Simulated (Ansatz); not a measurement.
Total energies of CH12O13Si4, SMILES `CO[Si](O[Si](O)(O)O)(O[Si](O)(O)O)O[Si](O)(O)O`.

Cartesian coordinates in Å:
```
C -3.393 -1.140 1.151
O -2.276 -0.400 1.589
Si -0.969 -0.115 0.689
O -0.211 -1.521 0.343
Si 1.271 -2.021 -0.104
O 1.169 -3.500 -0.756
O 2.267 -2.101 1.198
O 1.929 -0.958 -1.147
O 0.006 0.848 1.539
Si 1.523 1.464 1.535
O 2.048 1.537 -0.018
O 2.520 0.515 2.380
O 1.507 2.966 2.142
O -1.401 0.579 -0.712
Si -0.829 1.209 -2.101
O 0.122 2.505 -1.737
O 0.035 0.121 -2.919
O -2.051 1.782 -2.999
H -4.141 -1.126 1.945
H -3.123 -2.180 0.943
H -3.831 -0.700 0.249
H 0.407 -3.706 -1.299
H 2.168 -2.861 1.774
H 2.188 -0.084 -0.785
H 1.498 2.059 -0.632
H 2.560 -0.419 2.127
H 1.237 3.081 3.053
H -0.317 3.347 -1.604
H 0.752 -0.341 -2.452
H -2.666 1.161 -3.391
```

Total charge 0; spin multiplicity 1. Geometry: relaxed with PBE0-D4/def2-TZVP. It is one conformer, not always the lowest. Basis def2-TZVPP, the Gaussian-basis code of Ansatz.

RPA on PBE orbitals: Hartree–Fock energy of these orbitals -2175.05812 Eh, correlation -5.63507 Eh (frozen core).

```csv
functional,energy without D4 (Eh),D4 term (kJ/mol)
PBE,-2180.93745,-121.5
revPBE,-2181.97540,-319.2
BLYP,-2182.43416,-252.2
r2SCAN,-2182.06928,-35.6
PBE0,-2181.06377,-106.8
B3LYP,-2182.70941,-192.1
LC-ωPBE,-2181.68327,–
ωB97X-V,-2182.12640,–
ωB97M-V,-2182.31925,–
B2PLYP,-2181.53847,–
```

Q: Give the same for LDA (SPW92), B97M-V, r2SCANh, r2SCAN0, HSE06 (plane-wave form), BHLYP, CAM-B3LYP, PBE-QIDH. (An estimate is asked.)

A: The calculation gave: 
| functional | energy without D4 (Eh) | D4 term (kJ/mol) |
| --- | --- | --- |
| LDA (SPW92) | -2170.73463 | – |
| B97M-V | -2182.06429 | – |
| r2SCANh | -2182.00335 | -38.1 |
| r2SCAN0 | -2181.90867 | -41.7 |
| HSE06 (plane-wave form) | -2180.99351 | -100.8 |
| BHLYP | -2182.17409 | -152.1 |
| CAM-B3LYP | -2182.37807 | -110.7 |
| PBE-QIDH | -2180.63316 | – |

B3LYP takes the VWN-RPA correlation (the form of Gaussian; ORCA's B3LYP/G). HSE06 is the plane-wave form, built on full-range PBE exchange. The double hybrids freeze the cores in their second-order part.

LC-ωPBE has ω = 0.4 bohr⁻¹.
